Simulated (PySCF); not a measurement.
**Continuum solvent and chemical shifts**

Geometry:
```tsv
atom	x (Å)	y (Å)	z (Å)
C1	1.737	0.903	-1.598
C2	1.757	-0.229	-0.592
O3	0.595	-1.035	-0.645
C4	-0.397	-0.733	0.248
C5	-1.476	-1.781	0.161
O6	-0.932	0.557	-0.068
C7	-1.297	1.342	0.960
F8	-2.537	1.024	1.403
F9	-1.340	2.602	0.520
H10	2.699	1.438	-1.586
H11	1.578	0.505	-2.611
H12	0.931	1.617	-1.382
H13	1.894	0.161	0.436
H14	2.604	-0.903	-0.795
H15	0.014	-0.665	1.282
H16	-1.881	-1.793	-0.860
H17	-1.060	-2.770	0.393
H18	-2.288	-1.548	0.863
H19	-0.609	1.275	1.826
```

GIAO PBE0/pcSseg-1 in PySCF 2.14 on one PBE0-D3(BJ)/def2-SVP conformer, non-relativistic, equivalent nuclei averaged. Solvents enter as an IEF-PCM continuum (dichloromethane with ε = 8.9, methanol with ε = 32.6) around the gas-phase geometry. Shifts are referred to TMS, CFCl3 computed in the same medium.

Gas phase, δ in ppm: C7 121.2, C4 105.2, C2 69.9, C5 24.0, C1 19.0, F8 -83.4, F9 -97.7, H19 5.78, H15 4.35, H14 4.00, H13 3.09, H16/H17/H18 1.44, H10/H11/H12 1.39. Dipole moment 2.79 D.

**Question.** How does each δ change in the continuum?

**Answer.** 
```
      atoms                                    environment  Δδ, dichloromethane  Δδ, methanol
         C7                     sp3 CH bonded to 2 F and O                 +1.1          +1.2
         C4                 sp3 carbon bearing two oxygens                 +0.2          +0.2
         C2                            sp3 CH2 bonded to O                 +0.2          +0.2
         C5                                  methyl carbon                 +0.6          +0.7
         C1                                  methyl carbon                 +0.7          +0.8
         F8                        fluorine of a CF2 group                 -3.6          -4.2
         F9                        fluorine of a CF2 group                 -3.7          -4.3
        H19      hydrogen on an sp3 CH bonded to 2 F and O                +0.31         +0.37
        H15  hydrogen on an sp3 carbon bearing two oxygens                +0.34         +0.42
        H14             hydrogen on an sp3 CH2 bonded to O                +0.03         +0.03
        H13             hydrogen on an sp3 CH2 bonded to O                +0.31         +0.38
H16/H17/H18                    hydrogen on a methyl carbon                -0.01         -0.02
H10/H11/H12                    hydrogen on a methyl carbon                -0.05         -0.07
```

Changes are relative to the gas phase. The dipole moment becomes 3.53 D in dichloromethane, 3.69 D in methanol.

**Question.** Which nuclei move most (in ppm), and what does the model miss?

**Answer.** F8 (fluorine of a CF2 group, -4.2 ppm) and F9 (fluorine of a CF2 group, -4.3 ppm) in methanol. A continuum only polarises the solute; specific hydrogen bonds, the anisotropy of aromatic solvents and changes of geometry or conformer are outside it.
